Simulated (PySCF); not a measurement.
Electron correlation in Te²⁺ (tellurium, charge +2)

[Kr] 4d10 5s1 5p2 6s1, high-spin 5P determinant (an excited configuration). All numbers are calculated (PySCF 2.14, the spin-free X2C one-electron Hamiltonian (Gaussian nucleus), in aug-cc-pwCVTZ-DK3 (10s9p7d4f1g, 109 functions)). Frozen: [Kr] 4d10; 4 electrons correlated.

```json
{"level": "CCSD", "correlation energy (mhartree)": "-25.78"}
{"level": "(T)", "correlation energy (mhartree)": "-1.03"}
{"level": "CCSD(T)", "correlation energy (mhartree)": "-26.81"}
```

Diagnostics: T1 = 0.13, D1 = 0.3702, largest double amplitude 0.167.

Q: Is a single reference adequate?

A: Not fully. The outer electron is Rydberg-like, and this basis confines it to a smaller radius and binds it less than a complete one would. T1 exceeds 0.03, a sign that the reference determinant is poor. A double-excitation amplitude exceeds 0.15, a sign of near-degeneracy.
